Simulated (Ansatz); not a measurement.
Al(PH3)F3 (AlPH₃F₃). Charge 0, multiplicity 1. Geometry B3LYP-D4/def2-SVP; atoms count from 1.

Cartesian coordinates in Å:
```
Al -0.556 0.688 1.093
F -1.080 2.054 0.298
F 0.805 0.821 2.042
F -1.704 -0.433 1.542
P 0.438 -0.540 -0.858
H 1.469 0.099 -1.587
H -0.426 -0.898 -1.920
H 1.053 -1.790 -0.610
```

Q: Estimate the Mulliken populations from the PBE0/def2-TZVP orbitals of Ansatz.

A: 
| atom | charge (e) |
| --- | --- |
| Al1 | 0.82 |
| F2 | -0.37 |
| F3 | -0.37 |
| F4 | -0.37 |
| P5 | -0.11 |
| H6 | 0.13 |
| H7 | 0.13 |
| H8 | 0.13 |
Mulliken values depend strongly on the basis.

Q: And the Mayer bond orders between heavy atoms (over 0.3)?

A: Al1–F2 1.05 (1.67 Å); Al1–F3 1.05 (1.66 Å); Al1–F4 1.05 (1.67 Å); Al1–P5 0.51 (2.51 Å).
